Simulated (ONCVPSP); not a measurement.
# What one change does to a pseudopotential (Dy, ONCV)

```json
{
 "Element": "Dy (Z = 66)",
 "Generator": "ONCVPSP 4.0.1",
 "Type": "optimised norm-conserving Vanderbilt (ONCV)",
 "Functional": "Wu-Cohen",
 "Relativity": "scalar-relativistic",
 "Frozen core": "[Kr] 4d10 4f9",
 "Valence charge": "11",
 "Reference configuration": "5s2 5p6 5d1.5 6s1.5",
 "Partial waves": "5s+6s: rc 2.30 bohr, ncon 3, nbas 7, qcut 5.1 1/bohr, 3 projectors, debl 1.5 Ha; 5p: rc 1.65 bohr, ncon 4, nbas 7, qcut 5.3 1/bohr, 2 projectors, debl 3.7 Ha; 5d: rc 2.30 bohr, ncon 4, nbas 8, qcut 4.5 1/bohr, 2 projectors, debl 3 Ha",
 "Local potential": "polynomial inside 1.10 bohr (lpopt 5, dvloc0 2 Ha)",
 "Core correction": "Teter function, fcfact 4.75, rcfact 1.45"
}
```

Change: s: nproj 2.

Cutoffs: the cutoffs (Ha) at which the residual kinetic energy of the hardest occupied pseudo-wave falls to 1 and 0.1 mHa per electron; they do not see the model core or the augmentation charge, which bear on the density cutoff. Errors are all-electron minus pseudo energies relative to the spin-unpolarised reference configuration.

Task: Predict the effect on cutoff, ghosts and configuration errors.

Result: The potential gets neither clearly harder nor softer (26 Ha and 52 Ha → 26 Ha and 52 Ha); a bound ghost appears in s, which as a rule spoils a file; the lowest positive-energy flag moves from s at 59.1 eV to p at 205.3 eV; the errors of the 3 common tests hardly move.

| quantity | base | changed |
| --- | --- | --- |
| cutoff, loose | 26 Ha | 26 Ha |
| cutoff, tight | 52 Ha | 52 Ha |
| bound ghosts | none | s |
| GHOST(+) flags under 300 eV | s at 59.1 eV, p at 205.3 eV | p at 205.3 eV |
| tests counted as reliable (solved cleanly; for ONCVPSP, near-neutral configurations with less than one 5d electron left out) | 3 of 4 | 3 of 4 |
| error for 5s2 5p6 5d1 6s2, meV [ΔE -1.02 eV] | -0.8 | -0.7 |
| error for 5s2 5p6 5d1 6s1, meV [ΔE 5.85 eV] | -5.0 | -5.1 |
| error for 5s2 5p6 5d1 6s0, meV [ΔE 18.16 eV] | -0.2 | +0.2 |
| s: phases at 2.34 bohr within 0.05 rad from the reference energy up to (Ha; the scan ends near 5) | to the end of the scan | 4.7 |
| p: phases at 1.67 bohr within 0.05 rad from the reference energy up to (Ha; the scan ends near 5) | 4.7 | 4.7 |
| d: phases at 2.34 bohr within 0.05 rad from the reference energy up to (Ha; the scan ends near 5) | to the end of the scan | to the end of the scan |
| rms error of d²Exc/dni dnj with the model core, mHa | 0.89 | 0.89 |

Base: Tests not counted: 5s2 5p6 5d0 6s2 (all-electron energy unsafe for a near-neutral lanthanide with less than one 5d electron, printed error -32 meV). Changed file: Tests not counted: 5s2 5p6 5d0 6s2 (all-electron energy unsafe for a near-neutral lanthanide with less than one 5d electron, printed error -32 meV). A true bound ghost makes a file unfit for plane-wave use even where its test errors are small: the radial tests pick states by their node count and pass the ghost by.
